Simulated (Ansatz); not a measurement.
Born–Oppenheimer molecular dynamics of Cl$_{3}$FGe$_{2}$H$_{4}$ (10 atoms, charge 0, multiplicity 1). It starts at the highest image of a converged band. Of that band: A structure lower than the last end lies on the path between it and the top, so the climb from that side starts below the end, which may itself be a saddle point or a shallow side well. Neighbouring images differ by up to 3.0 eV, so the band resolves the path poorly. A vibrational analysis at the climbing image gives one clearly imaginary mode, 1437i cm⁻¹: a first-order saddle point.

The calculation used RHF/def2-SVP in Ansatz 0.2.0.

```
ensemble                      : NVE (velocity Verlet)
time step                     : 0.5 fs
steps asked                   : 200
starting velocities drawn for : 100 K
seed                          : 3019
```

Frames 5 fs apart, positions in Å, forces in eV/Å.

Velocities at 10.0 fs (Å/ps):

```
Ge -1.06 0.62 -0.10
Ge -0.04 0.44 -0.67
H -2.30 -8.83 -3.16
H 6.17 3.13 -4.55
H -2.04 0.73 0.93
Cl 0.29 -2.01 -0.74
Cl -0.10 0.85 0.16
F 3.75 -1.83 1.83
Cl 0.50 0.77 1.36
H -17.50 -23.32 0.14
```

```xyz
10
Properties=species:S:1:pos:R:3:forces:R:3 time_fs=10.0 energy_less_start_eV=0.007 T=93
Ge 0.186 0.415 0.110 1.02 0.50 -0.79
Ge 0.070 -0.089 2.807 -0.31 0.11 0.73
H -1.467 -0.191 2.870 0.45 -0.20 -0.13
H 0.910 -1.362 2.673 -0.26 0.20 0.06
H 0.562 0.911 3.857 0.07 -0.21 -0.13
Cl 1.930 -0.152 -1.001 -0.50 0.16 0.36
Cl -1.280 1.593 -0.833 -0.14 -0.08 -0.02
F -0.573 -1.140 0.249 -0.07 0.18 0.15
Cl 1.440 2.640 1.051 -0.06 -0.10 -0.31
H 0.559 1.107 1.597 -0.21 -0.56 0.08
10
Properties=species:S:1:pos:R:3:forces:R:3 time_fs=15.0 energy_less_start_eV=-0.145 T=240
Ge 0.182 0.419 0.107 1.56 1.07 -1.75
Ge 0.069 -0.087 2.805 -0.24 -0.46 1.63
H -1.432 -0.257 2.839 -0.11 -0.14 -0.07
H 0.915 -1.328 2.655 0.02 -0.13 -0.01
H 0.559 0.893 3.850 0.08 0.01 0.08
Cl 1.930 -0.161 -1.003 -0.60 0.15 0.44
Cl -1.281 1.597 -0.832 -0.23 -0.16 0.01
F -0.555 -1.148 0.260 -0.03 0.44 0.29
Cl 1.442 2.643 1.056 -0.26 -0.51 -0.59
H 0.441 0.919 1.614 -0.20 -0.26 -0.03
10
Properties=species:S:1:pos:R:3:forces:R:3 time_fs=20.0 energy_less_start_eV=-0.092 T=189
Ge 0.184 0.427 0.099 1.72 1.15 -2.66
Ge 0.068 -0.087 2.809 -0.40 -1.77 3.09
H -1.414 -0.356 2.795 -0.25 -0.01 0.15
H 0.920 -1.319 2.637 0.13 -0.14 0.03
H 0.573 0.875 3.856 -0.02 0.14 0.05
Cl 1.925 -0.170 -1.003 -0.51 0.13 0.36
Cl -1.284 1.600 -0.831 -0.30 -0.16 -0.03
F -0.537 -1.150 0.274 -0.05 0.51 0.15
Cl 1.443 2.642 1.058 -0.56 -1.10 -0.62
H 0.289 0.709 1.597 0.26 1.25 -0.52
10
Properties=species:S:1:pos:R:3:forces:R:3 time_fs=25.0 energy_less_start_eV=-0.210 T=303
Ge 0.192 0.438 0.082 1.51 0.87 -2.66
Ge 0.065 -0.092 2.822 -0.51 -1.64 1.97
H -1.434 -0.454 2.785 0.42 0.24 0.30
H 0.949 -1.330 2.625 -0.07 0.36 0.03
H 0.580 0.884 3.868 -0.18 0.00 -0.14
Cl 1.918 -0.177 -1.000 -0.26 0.09 0.18
Cl -1.288 1.602 -0.831 -0.37 -0.10 -0.19
F -0.520 -1.146 0.289 -0.06 0.49 -0.01
Cl 1.440 2.635 1.055 -0.48 -1.07 -0.63
H 0.180 0.745 1.546 0.00 0.76 1.15
10
Properties=species:S:1:pos:R:3:forces:R:3 time_fs=30.0 energy_less_start_eV=-0.431 T=517
Ge 0.204 0.453 0.058 1.01 1.37 0.14
Ge 0.060 -0.102 2.842 -0.29 -0.49 1.11
H -1.388 -0.507 2.846 -0.31 -0.06 0.36
H 0.974 -1.278 2.617 0.29 -0.03 -0.12
H 0.550 0.898 3.862 -0.06 0.01 0.28
Cl 1.908 -0.184 -0.996 0.15 -0.03 -0.10
Cl -1.296 1.603 -0.831 -0.42 -0.06 -0.31
F -0.503 -1.135 0.305 0.07 0.79 0.05
Cl 1.433 2.620 1.048 -0.33 -0.99 -0.84
H 0.077 0.946 1.671 -0.12 -0.51 -0.57
10
Properties=species:S:1:pos:R:3:forces:R:3 time_fs=35.0 energy_less_start_eV=-0.533 T=615
Ge 0.220 0.472 0.033 0.44 1.70 1.14
Ge 0.055 -0.114 2.866 -0.45 0.38 0.69
H -1.388 -0.569 2.989 0.03 -0.14 0.19
H 1.054 -1.218 2.585 0.08 0.11 -0.11
H 0.503 0.906 3.907 -0.01 -0.21 0.12
Cl 1.900 -0.192 -0.992 0.61 -0.19 -0.44
Cl -1.306 1.603 -0.834 -0.43 -0.03 -0.43
F -0.486 -1.114 0.322 0.09 0.85 0.03
Cl 1.424 2.599 1.035 -0.29 -1.10 -0.97
H -0.052 1.034 1.708 -0.09 -1.36 -0.23
10
Properties=species:S:1:pos:R:3:forces:R:3 time_fs=40.0 energy_less_start_eV=-0.882 T=953
Ge 0.237 0.496 0.012 0.17 1.83 1.29
Ge 0.048 -0.125 2.892 -0.49 -0.37 1.24
H -1.378 -0.663 3.172 0.58 -0.09 -0.13
H 1.150 -1.132 2.531 -0.30 0.23 0.09
H 0.457 0.871 3.980 0.07 -0.11 -0.14
Cl 1.896 -0.200 -0.992 0.98 -0.31 -0.74
Cl -1.318 1.604 -0.840 -0.38 -0.04 -0.46
F -0.467 -1.083 0.338 0.06 0.64 -0.15
Cl 1.413 2.569 1.016 -0.57 -1.58 -0.94
H -0.203 0.838 1.685 -0.12 -0.21 -0.07
10
Properties=species:S:1:pos:R:3:forces:R:3 time_fs=45.0 energy_less_start_eV=-1.033 T=1099
Ge 0.255 0.527 -0.005 0.04 1.82 1.34
Ge 0.039 -0.137 2.922 -0.06 -0.30 1.24
H -1.260 -0.789 3.334 -0.12 -0.43 -0.08
H 1.193 -1.006 2.494 0.15 -0.27 0.05
H 0.427 0.820 4.028 0.15 0.38 -0.08
Cl 1.898 -0.211 -0.997 1.11 -0.33 -0.90
Cl -1.334 1.604 -0.849 -0.29 -0.04 -0.46
F -0.448 -1.044 0.353 0.04 0.15 -0.59
Cl 1.398 2.529 0.990 -0.84 -1.93 -0.84
H -0.384 0.593 1.648 -0.18 0.96 0.32
10
Properties=species:S:1:pos:R:3:forces:R:3 time_fs=50.0 energy_less_start_eV=-1.339 T=1395
Ge 0.273 0.564 -0.018 -0.05 1.54 1.25
Ge 0.030 -0.150 2.957 -0.35 -0.18 0.80
H -1.141 -1.003 3.473 0.27 -0.07 -0.18
H 1.254 -0.924 2.471 -0.09 0.00 0.06
H 0.427 0.844 4.049 -0.05 0.16 -0.24
Cl 1.908 -0.224 -1.007 0.95 -0.24 -0.88
Cl -1.351 1.604 -0.861 -0.14 -0.07 -0.45
F -0.428 -1.003 0.360 0.17 0.17 -0.65
Cl 1.378 2.476 0.959 -0.91 -1.96 -0.71
H -0.597 0.545 1.697 0.21 0.65 1.00
10
Properties=species:S:1:pos:R:3:forces:R:3 time_fs=55.0 energy_less_start_eV=-1.792 T=1833
Ge 0.290 0.605 -0.027 0.07 0.85 0.42
Ge 0.020 -0.164 2.994 -0.32 -0.34 1.28
H -0.965 -1.230 3.569 0.42 0.43 -0.23
H 1.296 -0.845 2.461 -0.27 0.25 -0.08
H 0.420 0.904 4.025 -0.05 -0.21 0.08
Cl 1.924 -0.238 -1.024 0.56 -0.03 -0.73
Cl -1.370 1.603 -0.875 0.04 -0.14 -0.31
F -0.406 -0.958 0.360 0.20 0.80 -0.08
Cl 1.351 2.410 0.923 -0.83 -1.65 -0.42
H -0.771 0.647 1.948 0.18 0.05 0.07
10
Properties=species:S:1:pos:R:3:forces:R:3 time_fs=60.0 energy_less_start_eV=-1.944 T=1979
Ge 0.308 0.649 -0.034 0.01 -0.29 -0.81
Ge 0.009 -0.178 3.035 -0.06 0.59 1.25
H -0.709 -1.377 3.621 -0.31 0.01 0.11
H 1.289 -0.715 2.424 0.12 0.17 -0.47
H 0.407 0.920 4.024 0.19 -0.31 0.57
Cl 1.943 -0.252 -1.045 0.12 0.22 -0.53
Cl -1.388 1.601 -0.892 0.19 -0.18 -0.22
F -0.382 -0.905 0.359 0.03 0.90 0.38
Cl 1.319 2.333 0.884 -0.33 -0.59 0.24
H -0.904 0.761 2.225 0.03 -0.52 -0.52
10
Properties=species:S:1:pos:R:3:forces:R:3 time_fs=65.0 energy_less_start_eV=-1.947 T=1982
Ge 0.326 0.693 -0.044 -0.62 -2.16 -2.41
Ge -0.002 -0.191 3.081 0.49 0.69 1.19
H -0.508 -1.503 3.684 -0.29 0.23 -0.12
H 1.285 -0.538 2.295 -0.40 0.22 -0.02
H 0.433 0.857 4.141 0.12 -0.52 0.23
Cl 1.964 -0.265 -1.070 -0.25 0.45 -0.38
Cl -1.405 1.599 -0.911 0.32 -0.17 -0.19
F -0.358 -0.840 0.362 -0.25 0.53 0.60
Cl 1.285 2.253 0.848 0.78 1.49 1.43
H -1.026 0.756 2.395 0.09 -0.75 -0.33
```

Of the whole run (100 fs, mean temperature of the second half 1974 K): The conserved energy stayed within 0.048 meV per atom of its start (net change -0.012 meV per atom), so the integration is sound. The kinetic energy rose, since the run started high on the potential surface and went downhill. It ends in pieces (Cl3FGe + GeH4), so much of that is their flight and rotation, not heat. A run of 0.1 ps of so small a system gives no equilibrium averages. The orbitals stay closed-shell, which can raise the energy where a bond breaks towards radicals; this wasn't checked here.

Time of the run: 11 min on 4 threads of Arm Neoverse V1 (shared host), peak memory 0.58 GiB.
